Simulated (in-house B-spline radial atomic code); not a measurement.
## Solving the quasi-particle equation for 4s of Kr⁶⁺

Configuration [Ar] 3d10 4s2, start r2SCAN; correlation leaves out the 5 deepest shells. Computed with a B-spline radial code for spherical atoms: all electrons, scalar-relativistic (spin-free one-electron X2C), finite nucleus, each spin shell either full or empty, empty states to l = 9 with an (l + 1/2)⁻⁴ tail; G0W0 by contour deformation at full frequency.

At the mean-field level ε = -102.542 eV the matrix elements are Σx = -24.976 eV, v_xc = -20.227 eV and Σc(ε) = -2.832 eV, and the slope of the correlation self-energy is dΣc/dω = -0.0408. The quasi-particle energy solves E = ε + Σx − v_xc + Σc(E).

Question: What does the linearised equation give?

Answer: Z = 1/(1 − dΣc/dω) = 1/1.0408 = 0.9608. The first-order shift is Σx − v_xc + Σc(ε) = -24.976 − (-20.227) + (-2.832) = -7.581 eV, so E ≈ ε + Z × shift = -102.542 + 0.9608 × (-7.581) = -109.826 eV.

Question: How does that compare with the full solution and with static screening?

Answer: Solving the equation at full frequency dependence gives E = -109.855 eV, where Σc = -2.564 eV and the weight is 0.968; the linearised value is off by 29 meV. Leaving Z out would give -110.123 eV. Static COHSEX puts -5.107 eV in place of Σc and gives -112.398 eV, 2.54 eV deeper.
